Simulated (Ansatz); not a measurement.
A geometry relaxed with B3LYP-D3(BJ)/def2-TZVP (Ansatz, a first-principles code), charge 0, multiplicity 1:

```xyz
7

H     -0.0846    -1.8281    -1.3699
S     -0.9697    -0.8170    -1.3711
H      1.9389    -1.5466     0.5736
H     -1.8661     2.1564     0.0897
S     -0.8575     2.1897     0.9780
S      1.8313    -0.4325     1.3171
Ga     0.0077     0.2781     0.2869
```

Question: Write the SMILES of this molecule.

Answer: `[SH][Ga]([SH])[SH]`
